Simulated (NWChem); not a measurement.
# Atomisation of CH$_{4}$N

```xyz
6

C      0.1630     0.7153     0.0000
N     -0.1691    -0.6421     0.0000
H     -0.0067     1.2593    -0.9421
H     -0.0067     1.2593     0.9421
H      0.1097    -1.1577     0.8402
H      0.1097    -1.1577    -0.8402
```
Charge 0, spin multiplicity 2.

All runs are NWChem calculations. All single points use one geometry, from UPBE/def2-SVP, a minimum by its harmonic frequencies. It is one conformer; others weren't searched.

Basis set: def2-TZVP. The atomisation energy is electronic alone: no zero-point, thermal, spin-orbit or counterpoise terms. No value is extrapolated to the basis-set limit. Free atoms are single determinants with multiplicities C 3, N 4, H 2. Correlated methods freeze the same cores in atoms and molecule, 2 orbitals in all.

```csv
method,atomisation energy (kcal/mol)
LDA (SVWN5),554.1
B3LYP,484.7
BLYP,485.2
BHandHLYP,468.1
BP86,502.9
PBE,494.2
PBE0,483.3
HF,336.2
MP2,460.1
CCSD(T),459.2
```

The values span 218.0 kcal/mol, from HF (lowest) to LDA (SVWN5) (highest). 

B3LYP has NWChem's definition, with VWN1-RPA local correlation. The structure started from a generated list of species. The unpaired electrons of the parent sit in orbitals of symmetry a' (Cs labels of the run); other states weren't searched. No SCF solution was tested for a lower state. Open-shell Hartree-Fock references start from PBE0 orbitals. Coupled-cluster values serve here as a point of comparison, not as the truth.
